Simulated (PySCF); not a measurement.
Ga(Me)(SH)2 (CH5GaS2), SMILES [Ga]([SH])([CH3])[SH].

The structure is a stationary point at B3LYP-D3(BJ)/def2-SVP. The structure was generated by enumeration; whether it is a known compound was not checked. One conformer was computed; it need not be the lowest.

Two levels are set side by side: PBE/def2-TZVP (PySCF) and r2SCAN/def2-TZVP (PySCF). Same geometry, gas phase. Differences are taken from unrounded values.

| quantity | r2SCAN | PBE | PBE minus r2SCAN |
|---|---|---|---|
| orbital gap (eV) | 5.17 | 4.65 | -0.52 |
| highest occupied level (eV) | -6.49 | -6.19 | 0.30 |
| lowest empty level (eV) | -1.32 | -1.54 | -0.22 |
| dipole moment (D) | 0.39 | 0.39 | 0.01 |
| mean polarisability (bohr³) | 81.2 | 83.2 | 2.0 |

Rough cost on one machine, each run with all the roots and properties that it gave: r2SCAN against PBE about 3 times.
